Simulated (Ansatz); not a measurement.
Input file for C3H10OTi, SMILES `[CH3][Ti]([CH3])([CH3])[OH]`:

```yaml
crystal:
  periodic: [false, false, false]
  atoms:
    - {symbol: C, position_ang: [-1.829934, 0.642469, 0.233595]}
    - {symbol: Ti, position_ang: [0.173921, 0.303712, -0.144377]}
    - {symbol: C, position_ang: [1.046864, -0.327263, 1.619938]}
    - {symbol: C, position_ang: [0.315451, -1.236978, -1.514146]}
    - {symbol: O, position_ang: [0.966890, 1.761212, -0.762065]}
    - {symbol: H, position_ang: [-2.265490, -0.269494, 0.659697]}
    - {symbol: H, position_ang: [-1.969267, 1.462862, 0.945017]}
    - {symbol: H, position_ang: [-2.363269, 0.886247, -0.691354]}
    - {symbol: H, position_ang: [0.943341, 0.431214, 2.403003]}
    - {symbol: H, position_ang: [0.545267, -1.244485, 1.951591]}
    - {symbol: H, position_ang: [2.111274, -0.540655, 1.477652]}
    - {symbol: H, position_ang: [-0.216200, -2.112353, -1.122513]}
    - {symbol: H, position_ang: [1.363037, -1.507322, -1.683742]}
    - {symbol: H, position_ang: [-0.130715, -0.951855, -2.472411]}
    - {symbol: H, position_ang: [1.287029, 2.651989, -0.870387]}
basis:
  gaussian: {orbitals: def2-SVP}
correlation: {method: ccsd_t}
```

```sh
$ ansatz run in.yaml --threads 4 --pin off --events-out ev --progress --plain --max-ram 11315MiB
```

Output of Ansatz, abridged:

```
Functional definition: HF
1440 factors; integrals over basis functions are off by at most 1.2e-3 eV
mean field evaluation 1: about -28356.8664 eV, gradient 6.0e1 eV
mean field evaluation 2: about -28356.9631 eV, gradient 6.0e1 eV
mean field evaluation 4: about -28366.0029 eV, gradient 7.6e0 eV
mean field evaluation 8: about -28366.2433 eV, gradient 7.3e-1 eV
mean field evaluation 16: about -28366.2469 eV, gradient 2.8e-6 eV
mean field -28366.24689047 eV, -1042.4403458920 hartree, gradient 2.8e-6 eV, S^2 0.000000; 0 other end points of the search recorded, 0 dependent functions left out
9 core orbitals not correlated: weight in the atoms' cores, before any rotation towards them, 1.000 or more for the frozen orbitals, at most 0.000 for the correlated occupied ones
reference -28366.24689047 eV, -1042.4403458920 hartree; 20, 20 occupied and 108, 108 virtual orbitals, 1440 factors
second order -25.64293227 eV of doubles, -0.00000000 eV of singles
cycle   1  -26.15568593 eV  change   -5.1e-1 eV  update   1.7e-1
cycle   2  -26.85299070 eV  change   -7.0e-1 eV  update   8.7e-2
cycle   3  -27.12993148 eV  change   -2.8e-1 eV  update   3.5e-2
cycle   4  -27.14588520 eV  change   -1.6e-2 eV  update   1.0e-2
cycle   5  -27.13794702 eV  change    7.9e-3 eV  update   5.0e-3
cycle   6  -27.13595091 eV  change    2.0e-3 eV  update   2.0e-3
cycle   7  -27.13571987 eV  change    2.3e-4 eV  update   1.0e-3
cycle   8  -27.13558821 eV  change    1.3e-4 eV  update   4.7e-4
cycle   9  -27.13577885 eV  change   -1.9e-4 eV  update   2.3e-4
cycle  10  -27.13585119 eV  change   -7.2e-5 eV  update   1.0e-4
cycle  11  -27.13575026 eV  change    1.0e-4 eV  update   5.0e-5
cycle  12  -27.13577858 eV  change   -2.8e-5 eV  update   2.5e-5
perturbative correction -1.06527535 eV, -0.0391481472 hartree
Total energy: -28394.44794440 eV, -1043.4767155088 hartree
```

Hardware: 4 threads of an Arm Neoverse V1 on a shared host. Wall time 34 s, peak host memory 1.1 GiB.

Correlation energy per correlated electron: -0.705 eV. T1 diagnostic: 0.0169.
